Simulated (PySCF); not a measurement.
# Energy of K²⁺ (potassium, charge +2) between two integer charges

The 3p beta orbital of [Ne] 3s2 3p5 is emptied in steps (occupation f), with all orbitals relaxed, ending at [Ne] 3s2 3p4. Calculation: PySCF 2.14, in x2c-TZVPall; scalar relativity by spin-free X2C-1e. The exact energy is a straight line in f; departures are measured from the line between the end points of the same method.

```json
{"f": "1", "UHF (eV)": "0.000", "LDA (eV)": "0.000", "PBE (eV)": "0.000", "PBE0 (eV)": "0.000", "r2SCAN (eV)": "0.000", "LC-wPBE (eV)": "0.000", "BHandHLYP (eV)": "0.000", "wB97X (eV)": "0.000", "TPSS (eV)": "0.000", "CAM-B3LYP (eV)": "0.000"}
{"f": "0.8", "UHF (eV)": "0.174", "LDA (eV)": "-1.191", "PBE (eV)": "-1.156", "PBE0 (eV)": "-0.828", "r2SCAN (eV)": "-1.081", "LC-wPBE (eV)": "-0.358", "BHandHLYP (eV)": "-0.512", "wB97X (eV)": "-0.413", "TPSS (eV)": "-1.121", "CAM-B3LYP (eV)": "-0.601"}
{"f": "0.6", "UHF (eV)": "0.256", "LDA (eV)": "-1.788", "PBE (eV)": "-1.730", "PBE0 (eV)": "-1.238", "r2SCAN (eV)": "-1.605", "LC-wPBE (eV)": "-0.531", "BHandHLYP (eV)": "-0.769", "wB97X (eV)": "-0.615", "TPSS (eV)": "-1.675", "CAM-B3LYP (eV)": "-0.902"}
{"f": "0.4", "UHF (eV)": "0.252", "LDA (eV)": "-1.788", "PBE (eV)": "-1.723", "PBE0 (eV)": "-1.232", "r2SCAN (eV)": "-1.582", "LC-wPBE (eV)": "-0.523", "BHandHLYP (eV)": "-0.772", "wB97X (eV)": "-0.610", "TPSS (eV)": "-1.667", "CAM-B3LYP (eV)": "-0.902"}
{"f": "0.2", "UHF (eV)": "0.165", "LDA (eV)": "-1.191", "PBE (eV)": "-1.142", "PBE0 (eV)": "-0.816", "r2SCAN (eV)": "-1.032", "LC-wPBE (eV)": "-0.341", "BHandHLYP (eV)": "-0.517", "wB97X (eV)": "-0.404", "TPSS (eV)": "-1.103", "CAM-B3LYP (eV)": "-0.601"}
{"f": "0", "UHF (eV)": "0.000", "LDA (eV)": "0.000", "PBE (eV)": "0.000", "PBE0 (eV)": "0.000", "r2SCAN (eV)": "0.000", "LC-wPBE (eV)": "0.000", "BHandHLYP (eV)": "0.000", "wB97X (eV)": "0.000", "TPSS (eV)": "0.000", "CAM-B3LYP (eV)": "0.000"}
```

Question: For LC-wPBE, how does the orbital energy at f = 1 compare with the removal energy?

Answer: −ε = 43.646 eV against a total-energy difference of 45.897 eV. By Janak's theorem ε = ∂E/∂f, so the gap between them reflects the curvature. Along the path −ε is 44.573 (f = 0.8), 45.489 (f = 0.6), 46.379 (f = 0.4), 47.219 (f = 0.2) eV.

| method | E(f=0) − E(f=1) (eV) | −ε at f=1 (eV) | −ε at f=0.4 (eV) |
| --- | --- | --- | --- |
| UHF | 44.439 | 45.551 | 44.205 |
| LDA | 45.944 | 38.511 | 47.438 |
| PBE | 45.726 | 38.493 | 47.204 |
| PBE0 | 45.745 | 40.558 | 46.807 |
| r2SCAN | 45.814 | 39.015 | 47.270 |
| LC-wPBE | 45.897 | 43.646 | 46.379 |
| BHandHLYP | 45.678 | 42.488 | 46.307 |
| wB97X | 45.726 | 43.137 | 46.259 |
| TPSS | 45.741 | 38.720 | 47.182 |
| CAM-B3LYP | 45.850 | 42.097 | 46.602 |

Reference removal energy between the ground levels: 45.803 eV (semi-empirical (NIST evaluation); NIST Atomic Spectra Database, ionization energies). The calculation has no spin-orbit coupling. UHF lacks correlation.
